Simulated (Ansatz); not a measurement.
Isolated molecules relaxed with PBE0-D4/def2-TZVP in Ansatz; ΔE leaves out vibrations. CCSD(T)/CBS adds triple-zeta CCSD(T) − MP2 to the extrapolated MP2 energy (def2 sets, frozen cores). Functionals use def2-TZVPP. B3LYP here is the variant with VWN-RPA as its local correlation; programs differ in this. Elements past krypton have def2 core potentials. For Te outer-core shells are correlated without core-valence functions, which leaves a few kJ/mol of doubt a bond. One conformer a species, not always the lowest.

`C=C(F)[Te]C` + disilane → `C[Te][SiH2][SiH3]` + `C=CF`  (formal exchange of groups at a Te–C bond)

```
             level  ΔE (kcal/mol)  difference from CCSD(T)/CBS
         r2SCAN-D4          -22.4                          0.6
            B2PLYP          -21.8                          1.2
               PBE          -21.8                          1.2
            r2SCAN          -22.2                          0.8
             B3LYP          -21.4                          1.6
     HF/def2-TZVPP          -24.2                         -1.2
   CCSD/def2-TZVPP          -22.3                          0.7
    MP2/def2-QZVPP          -23.3                         -0.3
SCS-MP2/def2-QZVPP          -22.4                          0.6
      HF/CBS(def2)          -24.1                         -1.1
       CCSD(T)/CBS          -23.0                            0
```

Largest T1 diagnostic among the species: 0.013.

In def2-TZVPP, CCSD(T) changes the Hartree–Fock value by +2.4 kcal/mol (the triples alone add +0.4 kcal/mol) and MP2 by +1.6 kcal/mol. The D4 term adds −1.0 kcal/mol with B3LYP and −0.6 kcal/mol with PBE0; it sums over pairs of atoms, weighted by their polarisabilities, and B3LYP, whose exchange is more repulsive, gets the larger term. From PBE to PBE0 (25 % exact exchange), in def2-TZVPP and without D4, ΔE moves by −1.7 kcal/mol.
